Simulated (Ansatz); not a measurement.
Reaction (silylene formation by 1,1-elimination): `[SiH3][CH2][AlH][SiH3]` → `[CH3][AlH][SiH3]` + `[SiH2]`

Computed with Ansatz on PBE0-D4/def2-TZVP structures; ΔE is electronic, products minus reactants. CCSD(T)/CBS adds triple-zeta CCSD(T) − MP2 to the extrapolated MP2 energy (def2 sets, frozen cores). This one scheme is used for every species. Functionals use def2-TZVPP. B3LYP here is the variant with VWN-RPA as its local correlation; programs differ in this. Each species was taken in one conformer, which may not be the lowest.

```
             level  ΔE (kJ/mol)  difference from CCSD(T)/CBS
            PBE-D4        245.5                          1.2
           PBE0-D4        254.9                         10.6
          B3LYP-D4        236.5                         -7.8
           ωB97M-V        238.8                         -5.5
            B2PLYP        236.3                         -8.0
              PBE0        247.4                          3.1
             B3LYP        222.7                        -21.6
     HF/def2-TZVPP        222.6                        -21.7
    MP2/def2-TZVPP        258.1                         13.8
SCS-MP2/def2-TZVPP        245.5                          1.2
CCSD(T)/def2-TZVPP        237.5                         -6.8
     HF/def2-QZVPP        223.5                        -20.8
    MP2/def2-QZVPP        262.3                         18.0
      HF/CBS(def2)        223.6                        -20.7
     MP2/CBS(def2)        264.8                         20.5
    CCSD/CBS(def2)        239.4                         -4.9
       CCSD(T)/CBS        244.3                            0
```

Largest T1 diagnostic among the species: 0.014.

From PBE to PBE0 (25 % exact exchange), in def2-TZVPP and without D4, ΔE moves by +10.5 kJ/mol. The D4 term adds +13.7 kJ/mol with B3LYP and +7.5 kJ/mol with PBE0; it sums over pairs of atoms, weighted by their polarisabilities, and B3LYP, whose exchange is more repulsive, gets the larger term. In def2-TZVPP, CCSD(T) changes the Hartree–Fock value by +14.9 kJ/mol (the triples alone add +4.8 kJ/mol) and MP2 by +35.5 kJ/mol.
